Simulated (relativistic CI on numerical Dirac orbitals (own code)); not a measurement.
d4 in a ligand field

Computed with a parametric ligand-field model of a d^n configuration (Racah B and C, spin-orbit zeta, crystal field), exact diagonalisation.

Field parameters in Wybourne normalisation: Oh B⁴₀ = 21Dq, B⁴₄ = √(5/14) B⁴₀. The field is a parameter set, without covalency.

B = 900 cm⁻¹, C = 3280 cm⁻¹ (C/B = 3.64), Oh, no spin-orbit coupling. Tanabe-Sugano data, E/B above the lowest term (Δ = |10Dq|; b, c mark the second and third term of a kind):

```tsv
Δ/B	5E	5T2	3T1	3E	3T2	1T2	1E	1A1
1.0	0.00	1.00	18.45	18.75	19.35	27.72	27.65	28.67
3.0	0.00	3.00	17.44	19.00	20.27	26.79	26.89	29.03
5.0	0.00	5.00	15.99	19.16	20.70	25.46	25.88	28.83
7.0	0.00	7.00	14.36	19.27	20.93	23.98	24.69	28.35
9.0	0.00	9.00	12.63	19.35	21.08	22.40	23.35	27.70
11.0	0.00	11.00	10.85	19.41	21.18	20.76	21.89	26.93
13.0	0.00	13.00	9.04	19.46	21.26	19.08	20.35	26.06
15.0	0.00	15.00	7.19	19.49	21.33	17.36	18.72	25.11
17.0	0.00	17.00	5.32	19.52	21.38	15.61	17.04	24.07
19.0	0.00	19.00	3.44	19.55	21.42	13.83	15.31	22.97
21.0	0.00	21.00	1.54	19.57	21.46	12.04	13.55	21.79
23.0	0.37	23.37	0.00	19.96	21.86	10.60	12.12	20.93
25.0	2.29	27.29	0.00	21.89	23.80	10.69	12.22	21.55
27.0	4.22	31.22	0.00	23.83	25.75	10.77	12.30	22.13
29.0	6.15	35.15	0.00	25.78	27.70	10.85	12.37	22.66
31.0	8.09	39.09	0.00	27.73	29.66	10.92	12.44	23.16
33.0	10.03	43.03	0.00	29.68	31.62	11.00	12.49	23.62
35.0	11.98	46.98	0.00	31.64	33.59	11.06	12.54	24.04
37.0	13.94	50.94	0.00	33.60	35.55	11.13	12.59	24.44
39.0	15.89	54.89	0.00	35.56	37.52	11.19	12.63	24.80
41.0	17.85	58.85	0.00	37.53	39.49	11.24	12.67	25.14
43.0	19.82	62.82	0.00	39.50	41.47	11.30	12.70	25.46
45.0	21.78	66.78	0.00	41.47	43.44	11.35	12.73	25.76
47.0	23.75	70.75	0.00	43.44	45.42	11.40	12.76	26.03
```

The ground term changes from 5E to 3T1 between Δ/B = 21.0 and 23.0.
